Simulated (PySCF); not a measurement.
ClRb, charge +1, doublet, geometry from GFN2-xTB (such geometries of metal compounds can be far from the true shape) (a state made from the parent by changing its charge; the spin is typed, not shown lowest) (core potentials on Rb), with bond 2-1 at 1.6 times its length; BLYP/def2-SVP (PySCF).

The PySCF input:
```python
from pyscf import gto, scf, dft

mol = gto.M(
    atom='''
Rb   -0.000000   -0.000000   -1.025900
Cl    0.000000    0.000000    4.188086
''',
    basis='def2-svp',
    ecp={'Rb': 'def2-svp'},
    charge=1,
    spin=1,
    verbose=4,
)

mf = dft.UKS(mol)
mf.xc = 'blyp'
mf.conv_tol_grad = 1e-7
mf.kernel()
```

The log (banner, timings and long lists left out):

```
PySCF version 2.14.0

[INPUT] verbose = 4
[INPUT] num. atoms = 2
[INPUT] num. electrons = 25
[INPUT] charge = 1
[INPUT] spin (= nelec alpha-beta = 2S) = 1
[INPUT] symmetry False subgroup None
[INPUT] Mole.unit = angstrom
[INPUT] Symbol           X                Y                Z      unit          X                Y                Z       unit  Magmom
[...]
nuclear repulsion = 15.5282567446019
number of shells = 18
number of NR pGTOs = 71
number of NR cGTOs = 42
basis = def2-svp
ecp = {'Rb': 'def2-svp'}

******** <class 'pyscf.dft.uks.UKS'> ********
method = UKS
initial guess = minao
damping factor = 0
level_shift factor = 0
DIIS = <class 'pyscf.scf.diis.CDIIS'>
diis_start_cycle = 1
diis_space = 8
diis_damp = 0
SCF conv_tol = 1e-09
SCF conv_tol_grad = 1e-07
SCF max_cycles = 50
direct_scf = True
direct_scf_tol = 1e-13
number electrons alpha = 13  beta = 12
XC library pyscf.dft.libxc version 7.1.2
    S. Lehtola, C. Steigemann, M. J. T. Oliveira, and M. A. L. Marques,  SoftwareX 7, 1–5 (2018)
XC functionals = blyp
    A. D. Becke,  Phys. Rev. A 38, 3098 (1988)
    C. Lee, W. Yang, and R. G. Parr,  Phys. Rev. B 37, 785 (1988)
    B. Miehlich, A. Savin, H. Stoll, and H. Preuss,  Chem. Phys. Lett. 157, 200 (1989)
radial grids:
    Treutler-Ahlrichs [JCP 102, 346 (1995); DOI:10.1063/1.469408] (M4) radial grids

becke partition: Becke, JCP 88, 2547 (1988); DOI:10.1063/1.454033
pruning grids: <function nwchem_prune>
grids dens level: 3
symmetrized grids: False
atomic radii adjust function: <function treutler_atomic_radii_adjust>
small_rho_cutoff = 0
tot grids = 40792
init E= -481.208104750215

cycle= 1 E= -483.865837485277  delta_E= -2.66  |g|= 0.17  |ddm|= 1.23

cycle= 2 E= -483.881434853637  delta_E= -0.0156  |g|= 0.089  |ddm|= 0.45
cycle= 3 E= -483.88660603873  delta_E= -0.00517  |g|= 0.00554  |ddm|= 0.15
cycle= 4 E= -483.886617362074  delta_E= -1.13e-05  |g|= 0.00249  |ddm|= 0.011
cycle= 5 E= -483.886620422273  delta_E= -3.06e-06  |g|= 0.000166  |ddm|= 0.00373
cycle= 6 E= -483.886620438224  delta_E= -1.6e-08  |g|= 8.51e-06  |ddm|= 0.00028
cycle= 7 E= -483.886620438278  delta_E= -5.44e-11  |g|= 2.08e-06  |ddm|= 1.41e-05
cycle= 8 E= -483.886620438316  delta_E= -3.75e-11  |g|= 5.46e-06  |ddm|= 7.05e-05
cycle= 9 E= -483.886620438302  delta_E= 1.44e-11  |g|= 5.65e-06  |ddm|= 1.62e-05
cycle= 10 E= -483.88662043847  delta_E= -1.69e-10  |g|= 6.22e-06  |ddm|= 0.00022
cycle= 11 E= -483.886620438008  delta_E= 4.62e-10  |g|= 6.31e-06  |ddm|= 0.000586
[...]
cycle= 22 E= -483.886620443207  delta_E= 6.91e-09  |g|= 2.62e-05  |ddm|= 0.00871
cycle= 23 E= -483.886620359266  delta_E= 8.39e-08  |g|= 0.00044  |ddm|= 0.0802
cycle= 24 E= -483.886620436789  delta_E= -7.75e-08  |g|= 3.45e-05  |ddm|= 0.088
cycle= 25 E= -483.886620441749  delta_E= -4.96e-09  |g|= 4.46e-05  |ddm|= 0.00709
cycle= 26 E= -483.886620445191  delta_E= -3.44e-09  |g|= 4.24e-05  |ddm|= 0.00434
cycle= 27 E= -483.886620447057  delta_E= -1.87e-09  |g|= 4.14e-05  |ddm|= 0.00239
cycle= 28 E= -483.886620448424  delta_E= -1.37e-09  |g|= 4.04e-05  |ddm|= 0.00176
cycle= 29 E= -483.886620449031  delta_E= -6.07e-10  |g|= 4.03e-05  |ddm|= 0.000806
cycle= 30 E= -483.886620450473  delta_E= -1.44e-09  |g|= 3.64e-05  |ddm|= 0.00167
cycle= 31 E= -483.886620448658  delta_E= 1.82e-09  |g|= 3.83e-05  |ddm|= 0.00231
cycle= 32 E= -483.886619088224  delta_E= 1.36e-06  |g|= 0.00132  |ddm|= 0.141
cycle= 33 E= -483.886620089469  delta_E= -1e-06  |g|= 0.00077  |ddm|= 0.236
cycle= 34 E= -483.886620451678  delta_E= -3.62e-07  |g|= 3.39e-05  |ddm|= 0.0932
cycle= 35 E= -483.886620452709  delta_E= -1.03e-09  |g|= 3.17e-05  |ddm|= 0.00127
cycle= 36 E= -483.886620453589  delta_E= -8.8e-10  |g|= 2.96e-05  |ddm|= 0.00109
cycle= 37 E= -483.886620454377  delta_E= -7.88e-10  |g|= 2.75e-05  |ddm|= 0.000969
cycle= 38 E= -483.88662045518  delta_E= -8.03e-10  |g|= 2.51e-05  |ddm|= 0.000988
cycle= 39 E= -483.886620455886  delta_E= -7.05e-10  |g|= 2.3e-05  |ddm|= 0.000882
cycle= 40 E= -483.886620456985  delta_E= -1.1e-09  |g|= 1.97e-05  |ddm|= 0.0014
cycle= 41 E= -483.88662045479  delta_E= 2.19e-09  |g|= 2.63e-05  |ddm|= 0.00276
cycle= 42 E= -483.886620463155  delta_E= -8.36e-09  |g|= 9.71e-06  |ddm|= 0.0113
cycle= 43 E= -483.886620460452  delta_E= 2.7e-09  |g|= 7.55e-06  |ddm|= 0.00393
cycle= 44 E= -483.886620460808  delta_E= -3.56e-10  |g|= 6.47e-06  |ddm|= 0.000494
cycle= 45 E= -483.886620460893  delta_E= -8.52e-11  |g|= 6.27e-06  |ddm|= 0.000118
cycle= 46 E= -483.88662046093  delta_E= -3.75e-11  |g|= 6.19e-06  |ddm|= 5.31e-05
cycle= 47 E= -483.886620460952  delta_E= -2.15e-11  |g|= 6.15e-06  |ddm|= 3.07e-05
cycle= 48 E= -483.886620460955  delta_E= -2.84e-12  |g|= 6.16e-06  |ddm|= 4.31e-06
cycle= 49 E= -483.886620460915  delta_E= 3.98e-11  |g|= 6.23e-06  |ddm|= 5.61e-05
cycle= 50 E= -483.886620461384  delta_E= -4.69e-10  |g|= 5.67e-06  |ddm|= 0.000665
SCF not converged.
SCF energy = -483.886620461384 after 50 cycles  <S^2> = 0.751438  2S+1 = 2.0014375
```

The run did not converge; its last values are not results.
